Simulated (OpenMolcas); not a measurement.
Cr3+ among 2 point charges of -1 e arranged as a linear pair (D∞h).

```
Program             : OpenMolcas
Method              : SS-CASPT2, IPEA 0.25 Eh, imaginary shift 0.1 Eh (closed shells correlated: 3s 3p)
Basis               : ANO-RCC-VDZP [5s4p2d1f]
Scalar Hamiltonian  : DKH2, point nucleus
Active space        : 3 electrons in 5 orbitals (3d)
State averaging     : 2S+1 = 4 even, 10 roots; 2S+1 = 2 even, 40 roots
Spin-orbit coupling : RASSI with atomic mean-field integrals over the reference wave functions
```

All point charges move together. At R = 2.11 Å the first state of the same spin is 610 cm-1, and at R = 2.35 Å it is 430 cm-1.

**Question.** A third run gives 740 cm-1. What distance was it run at?

**Answer.** With a power law R^-n the two known points give n = -ln(430 / 610) / ln(2.35 / 2.11) = 3.25. Then R = 2.11 × (610 / 740)^(1/3.25) = 1.988 Å. The run was at 2.01 Å, so the estimate is off by -0.022 Å.

Roots that are degenerate in the reference are averaged as groups; the widest CASPT2 spread within a group is 47 cm-1 (the 2-fold group of multiplicity 2 near 37000 cm-1 above the lowest state of its run, R = 2.35). Shifts and gaps below about the spread of the groups concerned are not significant. The ground term spreads over less than 5000 cm-1, several times less than with real ligands, so orbital moments are less quenched and χT lies further from the spin-only value than at real sites. Free-ion shares, where given, are those of the reference states; single-state CASPT2 does not remix them. Point charges carry no covalency, so the field is a model and not that of real ligands. No measured value stands beside these numbers.
